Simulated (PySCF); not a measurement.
# A search over the determinants of HBr

Unrestricted PBE0; basis H cc-pVTZ, Br cc-pVTZ-PP with ECP10; scalar-relativistic core potentials; PySCF 2.14. Outer shells of the fragments: H 1s1; Br 3d10 4s2 4p5.

Followed along the bond (rough minima from three points):

| 2Ms+1 | unpaired | ⟨S²⟩ at the start | R at minimum (Å) | Te (eV) |
| --- | --- | --- | --- | --- |
| 1 | none | 0.00 | 1.42 | 0.00 |
| 3 | σ ↑, π ↑ | 2.00 | none in the scan | ≤ 5.43 |

Solutions found at the starting distance of 1.435 Å, counted from the lowest of them; the search is not exhaustive and high or unbound solutions are not listed, so other states can lie among these:

```
2Ms+1  unpaired  term  E (eV)  ⟨S²⟩  ⟨Lz²⟩  μ (D)
    1      none   ¹Σ⁺    0.00  0.00   0.00  -0.90
    3  σ ↑, π ↑    ³Π    6.11  2.00   1.01   1.62
    3      σ ↑↑   ³Σ⁺    8.67  2.00   0.00   0.71
```

A term symbol is given only where ⟨S²⟩ and ⟨Lz²⟩ are close to those of a pure state; real π, δ and φ orbitals otherwise mix terms. A positive dipole means H(−)Br(+).

The measured ground state is X ¹Σ+ (Huber and Herzberg, Constants of Diatomic Molecules (1979)).

Counting both spins, an empty level lies below a filled one in some of these solutions, because spin and occupation are held.
